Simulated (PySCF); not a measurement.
Level of theory: TPSSh-D3(BJ)/def2-TZVP // r2SCAN-D4/def2-SVP (PySCF 2.14.0). Gas-phase values, no solvent. One relaxed conformer stands for a flexible species; it need not be the lowest. 

Reference species: [W(Cl)6] (neutral, multiplicity 1).

```yaml
LUMO: -5.59 eV
mean_distance_from_the_central_atom_to_its_bonded_neighbours: 2.313 Å
coordination_number: 6
```

After one change: the LUMO goes up by 2.61 eV; the mean distance from the central atom to its bonded neighbours decreases by 0.192 Å; the coordination number stays essentially unchanged.

Q: Name the change that produced these shifts. The new species is one of these.
(A) [W(Cl)2(NH2)4]
(B) [W(Cl)3(NH2)3]
(C) [W(Cl)4(NH2)2]

A: A, [W(Cl)2(NH2)4]
